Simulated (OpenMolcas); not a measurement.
An atom or ion with 30 electrons was computed by MS-CASPT2, IPEA 0.25 Eh, imaginary shift 0.1 Eh with spin-orbit coupling (OpenMolcas, ANO-RCC-VTZP, DKH2). The lowest levels that the run gave, each within 12 % of the measured value where one is at hand:

```tsv
J	Parity	E (cm-1)	g
0	even	0.0	
0	odd	44951	
1	odd	45317	1.501
2	odd	46084	1.501
1	odd	70115	1.000
0	even	112895	
1	even	113305	1.501
2	even	113925	1.480
2	even	116497	1.021
0	even	134360
```

Task: Which ion is it, and what are the configurations and terms?

Result: Ga+ (Z = 31, charge +1; active space 2 electrons in 4 orbitals (4s 4p)). J, parity and g give the terms where levels are pure, and mixed ones are named by the computed weights; the size of the splittings, set against known spectra of the 30-electron sequence, gives the charge. In order, with the measured energies in cm-1 (NIST Handbook of Basic Atomic Spectroscopic Data): 4s2 1S0, 4s 4p 3P* 0 (47368), 4s 4p 3P* 1 (47814), 4s 4p 3P* 2 (48750), 4s 4p 1P* 1 (70701), 4p2 3P0, 4p2 3P1, 4p2 3P2, 4p2 1D2 (107721), 4p2 1S0.

Terms from blocks run as CI alone lack orbitals of their own. The ¹D term of p² mixes with s d, which this space lacks. Measured partners are found by configuration, term and J. A level has none where our copy of the source lacks it or the pairing is in doubt (some pairs that miss far off the trend of their configuration count as doubtful), and it then counts in no deviation. Levels of configurations outside the active space are missing.

* marks odd parity.
